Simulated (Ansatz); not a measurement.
Frontier orbitals of C3H5AlClF, SMILES `C=C[CH2][Al]([F])[Cl]`.

The species carries charge 0 and has multiplicity 1. The geometry is a stationary point of PBE0-D4/def2-TZVP. It is one conformer, not always the lowest. Basis def2-TZVPP, Ansatz.

Orbital energies of one run (eV). Highest occupied ones, from the top: -7.51, -9.44, -9.63, -10.11, -11.00, -11.47, -11.84, -11.90, -11.99, -13.05, -13.43, -14.49, -16.72, -20.24. Empty: -0.99, 0.52, 0.99, 1.88, 2.28, 2.62.

(1) Which functional gave them?
A. revPBE
B. r2SCAN0
C. LC-ωPBE
D. CAM-B3LYP

## Answers

(1) B. HOMO energies: r2SCAN0 -7.51, LC-ωPBE -9.97, revPBE -6.22, CAM-B3LYP -8.65 eV.

LC-ωPBE has ω = 0.4 bohr⁻¹.
